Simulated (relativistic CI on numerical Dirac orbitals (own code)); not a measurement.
Calculated levels, Mn18+

Method of calculation: Dirac-Coulomb-Breit CI, orbitals from a KLI potential per configuration, model QED, unscaled Slater integrals (own radial code, finite nucleus).

Configuration list (outside the closed core 1s2): 2s2.2p3, 2s.2p4, 2p5, 2p4.3s, 2p4.3p, 2p4.3d, 2s2.2p2.3s, 2s2.2p2.3p, 2s2.2p2.3d, 2s.2p3.3s, 2s.2p3.3p, 2s.2p3.3d, 2s2.2p2.4s, 2s2.2p2.4p, 2s2.2p2.4d, 2s2.2p2.4f. Levels of other configurations are missing.

The lowest level is 2s2.2p3 4S°_3/2, with 91 % of that term; Hund's rules for 2s2.2p3 give 4S° with J = 3/2, in agreement.

```tsv
No.	Configuration	Term	J	E (eV)	%	Landé g	jj configuration (%)
1	2s2.2p3	4S°	3/2	0.000	91	1.932	2p3/2 (49)
2	2s2.2p3	2D°	3/2	16.785	76	0.958	2p1/2 2p3/2^2 (57)
3	2s2.2p3	2D°	5/2	20.663	100	1.197	2p1/2 2p3/2^2 (100)
4	2s2.2p3	2P°	1/2	30.376	98	0.662	2p1/2 2p3/2^2 (98)
5	2s2.2p3	2P°	3/2	36.531	73	1.236	2p3/2^3 (89)
6	2s.2p4	4P	5/2	88.074	98	1.589	2s 2p3/2^2 (80)
7	2s.2p4	4P	3/2	95.101	99	1.722	2s 2p1/2 2p3/2^3 (81)
8	2s.2p4	4P	1/2	97.590	96	2.641	2s 2p3/2^2 (38)
9	2s.2p4	2D	3/2	122.883	95	0.826	2s 2p1/2 2p3/2^3 (54)
10	2s.2p4	2D	5/2	124.276	98	1.206	2s 2p1/2 2p3/2^3 (80)
11	2s.2p4	2S	1/2	141.188	76	1.739	2s 2p3/2^2 (62)
12	2s.2p4	2P	3/2	147.119	96	1.310	2s 2p1/2 2p3/2^3 (64)
13	2s.2p4	2P	1/2	157.069	79	0.947	2s 2p3/2^4 (55)
14	2p5	2P°	3/2	231.489	98	1.331	2p3/2^3 (98)
15	2p5	2P°	1/2	242.644	98	0.662	2p1/2 2p3/2^4 (98)
16	2s2.2p2.3s	4P	1/2	807.706	80	2.397	2p1/2^2 3s (82)
17	2s2.2p2.3s	4P	3/2	814.306	93	1.710	2p1/2 2p3/2 3s (96)
18	2s2.2p2.3s	2P	1/2	818.203	84	0.947	2p1/2 2p3/2 3s (92)
19	2s2.2p2.3s	4P	5/2	819.004	83	1.535	2p1/2 2p3/2 3s (71)
20	2s2.2p2.3s	2P	3/2	823.142	69	1.194	2p1/2 2p3/2 3s (84)
21	2s2.2p2.3p	4D°	1/2	831.539	52	0.766	2p1/2^2 3p1/2 (84)
22	2s2.2p2.3s	2D	5/2	834.443	83	1.260	2p3/2^2 3s (71)
23	2s2.2p2.3s	2D	3/2	835.492	71	0.953	2p3/2^2 3s (82)
24	2s2.2p2.3p	4D°	3/2	836.139	65	1.315	2p1/2^2 3p3/2 (63)
25	2s2.2p2.3p	2S°	1/2	837.692	44	1.371	2p1/2 2p3/2 3p1/2 (85)
26	2s2.2p2.3p	4P°	3/2	841.249	35	1.322	2p1/2 2p3/2 3p1/2 (72)
27	2s2.2p2.3p	4D°	5/2	841.925	84	1.386	2p1/2 2p3/2 3p3/2 (81)
28	2s2.2p2.3p	4P°	1/2	843.388	68	2.312	2p1/2 2p3/2 3p3/2 (77)
29	2s2.2p2.3p	4P°	5/2	844.431	48	1.383	2p1/2 2p3/2 3p1/2 (58)
30	2s2.2p2.3p	2D°	3/2	845.837	65	1.122	2p1/2 2p3/2 3p3/2 (91)
```

Energies count from the lowest computed level; ° marks odd parity. Filled j subshells are mostly left out of the jj labels.

The mean weight of the leading LS term, summed over parents, in these 30 levels is 80 %, and that of the leading jj configuration (from the same eigenvectors) 76 %.

At this charge energies of transitions that change n are usually good to better than 1 %, and those within a shell (Δn = 0) to a few per cent.

LS names give the leading component of a level, which can be under half, so a name can repeat, a term be missing and a line seem to break the LS rules.
